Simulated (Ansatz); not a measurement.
One change: `C[SiH](F)Cl` becomes `BP[SiH](C)F`.

Ansatz, PBE0-D4/def2-TZVP geometries, multiplicity 1. Each molecule was computed in one conformer, which needn't be the lowest.

```tsv
property	`C[SiH](F)Cl`
size of the dipole moment (ωB97M-V/def2-TZVPP) / D	2.05
LUMO energy (PBE0/def2-TZVPP) / eV	0.71
LUMO energy (PBE/def2-TZVPP) / eV	-0.20
HOMO–LUMO gap (PBE/def2-TZVPP) / eV	7.38
size of the dipole moment (PBE/def2-TZVPP) / D	2.01
HOMO–LUMO gap (PBE0/def2-TZVPP) / eV	9.67
```

**Question.** Give the same properties after the change, and the shifts. (Estimate.)

**Answer.** Ansatz gave: 
| property | `BP[SiH](C)F` | shift |
| --- | --- | --- |
| size of the dipole moment (ωB97M-V/def2-TZVPP) / D | 1.85 | -0.20 |
| LUMO energy (PBE0/def2-TZVPP) / eV | -1.80 | -2.51 |
| LUMO energy (PBE/def2-TZVPP) / eV | -2.70 | -2.50 |
| HOMO–LUMO gap (PBE/def2-TZVPP) / eV | 3.84 | -3.54 |
| size of the dipole moment (PBE/def2-TZVPP) / D | 1.83 | -0.18 |
| HOMO–LUMO gap (PBE0/def2-TZVPP) / eV | 5.73 | -3.94 |

With PBE0 the HOMO rises by 1.43 eV and the LUMO falls by 2.51 eV, so the gap narrows by about 3.94 eV. PBE moves the HOMO by 1.05 eV and ωB97M-V by 1.62 eV. The zero-point energy changes by 77.1 kJ/mol with +12 modes. Dipoles are sizes alone; their direction can turn.
